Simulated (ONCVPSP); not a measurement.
What one change does to a pseudopotential (Ru, ONCV)

ONCVPSP 4.0.1 input, shortened (lines: element, Z, core and valence counts, functional; n l f; lmax; l rc ep ncon nbas qcut; lloc lpopt rc5 dvloc0; l nproj debl; icmod fcfact rcfact), PBEsol, scalar-relativistic:

```
  Ru 44.00    6    4  -116133      upf
    1    0    2.00
    2    0    2.00
    2    1    6.00
    3    0    2.00
    3    1    6.00
    3    2   10.00
    4    0    2.00
    4    1    6.00
    4    2    7.50
    5    0    0.50
    3
    0    1.70    0.00    3    7    6.90
    1    1.15    0.00    5   10    7.40
    2    1.35    0.00    3    8    7.00
    3    1.75    0.18    3    7    7.40
    4    5    0.75    0.00
    0    2    1.10
    1    2    2.50
    2    1    3.70
    3    2    1.10
    0    0.00    0.00
```

Change: all radii scaled by about 1.18 (s 2.02, p 1.36, d 1.60, f 2.06 bohr); local potential polynomial inside 0.88 bohr (lpopt 5, dvloc0 0 Ha).

Cutoffs: the cutoffs (Ha) at which the residual kinetic energy of the hardest occupied pseudo-wave falls to 1 and 0.1 mHa per electron; they do not see the model core or the augmentation charge, which bear on the density cutoff. Errors are all-electron minus pseudo energies relative to the spin-unpolarised reference configuration.

What does the change do?

The potential gets softer (90 Ha and 236 Ha → 27 Ha and 155 Ha); the bound ghost in s disappears; the lowest positive-energy flag moves from none to s at 20.2 eV; of the 4 tests that both files solve, the error grows in 0 and shrinks in 4 by more than 15 % and 0.3 meV (median size 24.8 → 0.9 meV). A larger radius leaves more room for a smooth pseudo-wave, so fewer plane waves are needed. That the errors move this way runs against the usual rule that smaller radii transfer better.

| quantity | base | changed |
| --- | --- | --- |
| cutoff, loose | 90 Ha | 27 Ha |
| cutoff, tight | 236 Ha | 155 Ha |
| loose cutoff by channel | s 16 Ha, p 90 Ha, d 23 Ha | s 11 Ha, p 27 Ha, d 21 Ha |
| bound ghosts | s | none |
| GHOST(+) flags under 300 eV | none | s at 20.2 eV |
| error for 4s2 4p6 4d7 5s1, meV [ΔE 0.31 eV] | +19 | -0.2 |
| error for 4s2 4p6 4d7 5s0, meV [ΔE 7.61 eV] | +23 | -1.4 |
| error for 4s2 4p6 4d6 5s0, meV [ΔE 25.80 eV] | +29 | -3.8 |
| error for 4s2 4p6 4d7 5s0 5p1, meV [ΔE 3.83 eV] | +27 | -0.4 |

 A true bound ghost makes a file unfit for plane-wave use even where its test errors are small: the radial tests pick states by their node count and pass the ghost by.
